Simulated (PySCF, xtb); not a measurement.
C3H6OSi2, SMILES [Si@H]1([SiH2]C=C1)C=O.

GFN2-xTB (xtb) at its own geometry gives an orbital gap of 2.15 eV and a dipole moment of 2.88 D.

Geometry optimised at PBE0-D3(BJ)/def2-SVP. The structure was generated by enumeration; whether it is a known compound was not checked. One conformer was computed; it need not be the lowest.

What does CAM-B3LYP/def2-TZVP run with PySCF give? (The exact figures need the calculation; the answer reports its results.)

gap 7.64 eV (levels -8.23 and -0.59 eV), dipole 2.98 D.
